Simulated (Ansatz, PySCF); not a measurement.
Breaking the Al1–H2 bond in AlH2I (SMILES [AlH2][I]) (multiplicity 1 held, fragments rigid). Energies count from the point at 1.571 Å.
Geometry at that point (charge 0, multiplicity 1):
```xyz
4

Al    -1.0295    -1.5930     0.2675
H     -0.5193    -2.6238     1.3372
H     -2.3270    -1.7805    -0.5976
I      0.3062     0.4738    -0.0796
```

Restricted levels (R-, RO-) in cc, def2 and unpolarised 6-31G sets keep to the state of the molecule at rest. Unrestricted levels (U-) break spin symmetry where that is lower. Levels need not reach the same state.

Rows in LANL2DZ carry no dispersion term and start afresh at each structure. LANL2DZ brings its own core potentials from Na on.

The values were computed with Ansatz (a quantum-chemistry and plane-wave program); PySCF for LANL2DZ rows. Each number belongs to the level named beside it. In def2 rows elements past Kr take small-core potentials, without spin–orbit coupling.

### Question
One of these levels gives 342.1 kJ/mol for the energy at R = 5.026 Å. Name it.
A) R-wB97X-V/def2-TZVPP
B) U-B3LYP/LANL2DZ
C) R-r2SCAN/def2-TZVPP

### Answer
B, U-B3LYP/LANL2DZ. The others give 479.3 (R-r2SCAN/def2-TZVPP), 606.6 (R-wB97X-V/def2-TZVPP)

Doubts at one or more of the structures used: a restricted determinant that unrestricted orbitals would lower (R-r2SCAN/def2-TZVPP, R-wB97X-V/def2-TZVPP); a spin-contaminated determinant (U-B3LYP/LANL2DZ).
